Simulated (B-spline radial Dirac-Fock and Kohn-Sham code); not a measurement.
## Relativistic shifts of the levels of Mn¹⁸⁺

System: Mn¹⁸⁺, configuration [He] 2s2 2p3.

Both columns are ΔSCF binding energies of the configuration average from an atomic code on a B-spline grid: non-relativistic Hartree-Fock with a point nucleus, and Dirac-Fock with a finite nucleus and the Coulomb interaction alone, averaged over the two j levels with weights 2j+1.

```
shell  Hartree-Fock (eV)  Dirac-Fock (eV)  shift (eV)  shift (%)
   1s             7399.0           7458.8      +59.78      +0.81
   2s             1495.9           1510.9      +15.05      +1.01
   2p             1423.3           1428.0       +4.70      +0.33
```

Relativity binds 1s, 2s, 2p more strongly, among those listed most of all 2s in relative terms.

Values without a named source are computed, but for edge energies of neutral atoms, which are taken from tables.
